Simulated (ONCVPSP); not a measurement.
**Which change was made? (Ce, ONCV)**

Ce, optimised norm-conserving Vanderbilt (ONCV), made with ONCVPSP 4.0.1 (revPBE, scalar-relativistic). Core [Kr] 4d10, reference 4f1 5s2 5p6 5d1 6s1 (charge +1). Waves: 5s+6s: rc 2.25 bohr, ncon 4, nbas 9, qcut 5.1 1/bohr, 2 projectors; 5p: rc 2.70 bohr, ncon 4, nbas 8, qcut 4.1 1/bohr, 3 projectors, debl 3.8 Ha; 5d: rc 3.25 bohr, ncon 3, nbas 8, qcut 3.8 1/bohr, 2 projectors, debl 0.6 Ha; 4f: rc 0.85 bohr, ncon 3, nbas 8, qcut 14.7 1/bohr, 1 projector. Local part: polynomial inside 0.80 bohr (lpopt 4, dvloc0 3 Ha). Core correction: polynomial model core, fcfact 0.4.

Cutoffs, loose and tight: the cutoffs (Ha) at which the residual kinetic energy of the hardest occupied pseudo-wave falls to 1 and 0.1 mHa per electron. They do not see the model core or the augmentation charge, which bear on the density cutoff. Test errors are all-electron minus pseudo excitation energies from the reference, over the configurations 4f1 5s2 5p6 5d1 6s2; 4f1 5s2 5p6 5d1 6s0; 4f1 5s2 5p6 5d0 6s0; 4f1 5s2 5p6 5d2 6s0; variants that change the core or the reference have their own tests.

The base gives: outcome: generated; cutoff, loose: 141 Ha; cutoff, tight: 485 Ha; bound ghosts: s, d; GHOST(+) flags above zero: p; largest test error (meV): +21.

**Question.** After one change the result is: outcome: generated; cutoff, loose: 141 Ha; cutoff, tight: 485 Ha; bound ghosts: s, d, p; GHOST(+) flags above zero: s; largest test error (meV): +23. Which change was it?
A. local potential polynomial inside 0.80 bohr (lpopt 5, dvloc0 -1 Ha)
B. reference 4f1 5s2 5p6; waves 5s: rc 2.25 bohr, ncon 4, nbas 9, qcut 5.1 1/bohr, 2 projectors, debl 1.6 Ha; d scattering state at 0.43 Ha: rc 3.25 bohr, ncon 3, nbas 8, qcut 3.8 1/bohr, 2 projectors, debl 0.6 Ha
C. d: qcut 4.3

**Answer.** A. The others give: reference 4f1 5s2 5p6; waves 5s: rc 2.25 bohr, ncon 4, nbas 9, qcut 5.1 1/bohr, 2 projectors, debl 1.6 Ha; d scattering state at 0.43 Ha: rc 3.25 bohr, ncon 3, nbas 8, qcut 3.8 1/bohr, 2 projectors, debl 0.6 Ha → outcome: generated, projector energies reset by the program; cutoff, loose: 143 Ha; cutoff, tight: 489 Ha; bound ghosts: s, d; GHOST(+) flags above zero: p; largest test error (meV): +37 over the solved tests; 1 of 4 tests not solved or not reliable | d: qcut 4.3 → outcome: generated; cutoff, loose: 141 Ha; cutoff, tight: 485 Ha; bound ghosts: s; GHOST(+) flags above zero: p; largest test error (meV): +7.8.
